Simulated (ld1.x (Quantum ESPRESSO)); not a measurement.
# Configuration tests for nickel (TM)

ld1.x (Quantum ESPRESSO) 7.5 input, shortened:

```
&input
   title='Ni', zed=28., rel=1, dft='PBE', iswitch=3,
   config='[Ar] 3d8 4s2 4p0'
 /
 &inputp
   pseudotype=2, tm=.true., lloc=2,
   nlcc=.true.
 /
3
4S  1  0   2.00   0.00  2.20  2.20  0.0
3P  2  1   6.00   0.00  0.90  0.90  0.0
3D  3  2   8.00   0.00  0.70  0.70  0.0
 &test
   configts(1)='3p6 3d8 4s2 4p0'
 /
```

Energies are relative to the spin-unpolarised reference configuration 3p6 3d8 4s2 4p0; without spin polarisation the order of configurations can differ from experiment. Not all tests gave a result: 4 of 7 tests not solved or not reliable. Left out of the table: 3p6 3d8 4s1 4p0 (solver errors, printed error -1.2 eV); 3p6 3d8.5 4s1.5 4p0 (solver errors, printed error -5.3 eV); 3p6 3d9 4s1 4p0 (solver errors, printed error -3.5 eV); 3p6 3d7 4s2 4p1 (solver errors, printed error -3123 eV).

```
valence configuration  charge  ΔE all-electron (eV)  error AE − PS (meV)
      3p6 3d8 4s0 4p0      +2                26.673                  -45
      3p6 3d7 4s0 4p0      +3                64.140                  +43
      3p6 3d6 4s0 4p0      +4               121.697                  +88
```

Levels in the configuration 3p6 3d8 4s0 4p0:

| level | all-electron (eV) | pseudo (eV) |
| --- | --- | --- |
| 3p | -91.097 | -90.982 |
| 3d | -28.366 | -28.279 |

Note: ghost states, extra bound levels that the all-electron valence spectrum of the same l lacks: s at -735.0 eV, s at -3.8 eV. A true bound ghost makes a file unfit for plane-wave use.
